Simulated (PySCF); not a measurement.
## Pauling's electronegativity from computed bond energies: partners of Cs

PBE0 in PySCF with def2-SVPD on every atom (core potentials on Rb, Cs), for the lowest determinant that a PBE0 search found; no spin–orbit coupling. De of Cs2 is 0.40 eV.

```
 B  De(B₂) (eV)  De(CsB) (eV)
Cl         2.23          4.41
 H         4.44          1.58
Li         0.85          0.60
Na         0.71          0.57
Rb         0.45          0.43
 F         1.39          4.96
```

Task: With Δ = De(CsB) − [De(Cs₂) + De(B₂)]/2, give Δ and the electronegativity difference √(Δ/eV).

Result: 

```tsv
B	Δ (eV)	√Δ
Cl	3.10	1.76
H	-0.84	none (Δ < 0)
Li	-0.03	none (Δ < 0)
Na	0.01	0.12
Rb	0.01	0.07
F	4.07	2.02
```

The rule was made for single bonds and measured bond energies; here it is fed with computed well depths. With the arithmetic mean Δ turns negative when the two homonuclear bonds differ much, as for alkali hydrides.

Closed-shell solutions of metal pairs were not tested for spin polarisation, which can lower them a little. Weak bonds: Cs2, CsRb, Rb2. Basis-set superposition, not corrected here, can be much of De in a small basis, most of all at correlated wavefunction levels. Functionals without a dispersion term scatter widely for such bonds, and LDA overbinds them. These are scalar-relativistic numbers at best; spin–orbit coupling would shift them, the dissociation energy most.
